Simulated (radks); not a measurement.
Problem. The carbon ion C3+, 3 electrons, occupied as 1s(up 1, down 1) 2s1. Calculated with a radial shooting solver on a logarithmic mesh with Libxc functionals: scalar-relativistic Kohn-Sham, PBE, spin-polarised, spherical densities, finite nucleus; open shells are filled with parallel spins first; Fermi nuclear charge, rms radius 2.4702 fm. Some entries of the table are withheld. Estimate them.

orbital,occ.,eigenvalue (hartree),r(max) (bohr),<r> (bohr)
1s up,1,(1),0.1736,0.2693
1s down,1,(2),0.1737,0.2692
2s up,1,-2.12096,1.076,(3)

Solution. 
(1) 1s up eigenvalue (hartree): -12.20756
(2) 1s down eigenvalue (hartree): -12.16723
(3) 2s up <r> (bohr): 1.272
